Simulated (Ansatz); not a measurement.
Reaction (atomization): `N#Cc1ccccn1` → 6 C• + 4 H• + 2 N•

Computed with Ansatz on PBE0-D4/def2-TZVP structures; ΔE is electronic, products minus reactants. CCSD(T)/CBS is the MP2 limit (def2-TZVPP, def2-QZVPP) plus CCSD(T) − MP2 in def2-TZVPP, frozen cores. This one scheme is used for every species, atoms too. Functionals use def2-TZVPP. B3LYP here is the variant with VWN-RPA as its local correlation; programs differ in this. HSE06 is defined as in plane-wave codes. Open shells (•) are unrestricted, without spin–orbit coupling. Spin–orbit coupling would lower the free atoms: a little for C.

```csv
level,ΔE (kcal/mol),difference from CCSD(T)/CBS
LDA (SPW92),1685.7,257.6
PBE-D4,1509.3,81.2
revPBE-D4,1465.3,37.2
r2SCAN-D4,1442.9,14.8
PBE0-D4,1462.6,34.5
B3LYP-D4,1443.2,15.1
r2SCANh-D4,1428.8,0.7
r2SCAN0-D4,1408.2,-19.9
HSE06-D4,1464.2,36.1
BHLYP-D4,1378.1,-50.0
CAM-B3LYP-D4,1443.5,15.4
ωB97X-V,1437.4,9.3
ωB97M-V,1441.3,13.2
PBE-QIDH,1438.6,10.5
PBE,1501.6,73.5
revPBE,1439.5,11.4
BLYP,1440.0,11.9
r2SCAN,1440.9,12.8
PBE0,1456.1,28.0
B3LYP,1430.8,2.7
r2SCANh,1426.7,-1.4
HSE06,1458.1,30.0
BHLYP,1369.3,-58.8
CAM-B3LYP,1437.0,8.9
LC-ωPBE,1440.4,12.3
HF/def2-SVP,1018.8,-409.3
MP2/def2-SVP,1416.5,-11.6
CCSD/def2-SVP,1344.0,-84.1
CCSD(T)/def2-SVP,1371.1,-57.0
HF/def2-TZVPP,995.4,-432.7
MP2/def2-TZVPP,1444.1,16.0
SCS-MP2/def2-TZVPP,1421.6,-6.5
CCSD/def2-TZVPP,1353.1,-75.0
CCSD(T)/def2-TZVPP,1388.5,-39.6
HF/def2-QZVPP,997.1,-431.0
MP2/def2-QZVPP,1467.4,39.3
SCS-MP2/def2-QZVPP,1448.3,20.2
HF/CBS(def2),997.3,-430.8
MP2/CBS(def2),1483.7,55.6
CCSD/CBS(def2),1392.6,-35.5
CCSD(T)/CBS,1428.1,0
```

Largest T1 diagnostic among the species: 0.012.

The D4 term adds +12.5 kcal/mol with B3LYP and +6.5 kcal/mol with PBE0; it sums over pairs of atoms, weighted by their polarisabilities, and B3LYP, whose exchange is more repulsive, gets the larger term. From PBE to PBE0 (25 % exact exchange), in def2-TZVPP and without D4, ΔE moves by −45.5 kcal/mol: exact exchange takes away binding that semilocal exchange gives to molecules. At CCSD(T), def2-SVP lies −57.0 kcal/mol from the extrapolated value and def2-TZVPP −39.6 kcal/mol: correlation converges slowly with the basis, and small sets miss more of it in the bonded molecule than in its fragments.

For atomizations the MP2-based limit and the directly extrapolated one differ by several kJ/mol either way, and by 10 to 25 for some Ge, Se and Sn compounds, so smaller differences from it don't rank the levels.
